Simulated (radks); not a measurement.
Effect of the nuclear size on the gold ion Au2+, [Xe] 4f14 5d9. Calculated with a radial shooting solver on a logarithmic mesh with Libxc functionals: Dirac Kohn-Sham, relativistic LDA (MacDonald-Vosko exchange, VWN5 correlation), spin-unpolarised, spherical densities, finite nucleus; open shells fill j = l - 1/2 first; Fermi nuclear charge, rms radius 5.4371 fm. The rms radius is varied about that value; shifts are against it.

rms radius (fm),total energy shift (eV),density at nucleus (e/bohr^3),1s1/2 shift (meV),2s1/2 shift (meV),5s1/2 shift (meV),5p1/2 shift (meV),5d5/2 shift (meV),6s1/2 (empty) shift (meV),6p1/2 (empty) shift (meV)
4.8281,-20.2,2.213e+06,-8050,-1190,-13.8,-0.313,0.119,-1.82,-0.091
5.1652,-9.20,2.154e+06,-3670,-542,-6.29,-0.143,0.054,-0.828,-0.041
5.4371,0,2.11e+06,0.000,0.000,0.000,0.000,0.000,0.000,0.000
5.9156,16.9,2.04e+06,6730,993,11.5,0.263,-0.100,1.52,0.076
6.1765,26.4,2.005e+06,10500,1560,18.1,0.412,-0.156,2.38,0.119

Slopes of the eigenvalues against <r^2> in GHz/fm^2, as finite differences over the two radii next to the reference (eigenvalue slopes, not the field-shift constants of lines): 1s1/2 302000, 2s1/2 44600, 5s1/2 518, 5p1/2 11.8, 5d5/2 -4.47, 6s1/2 (empty) 68.2, 6p1/2 (empty) 3.42.
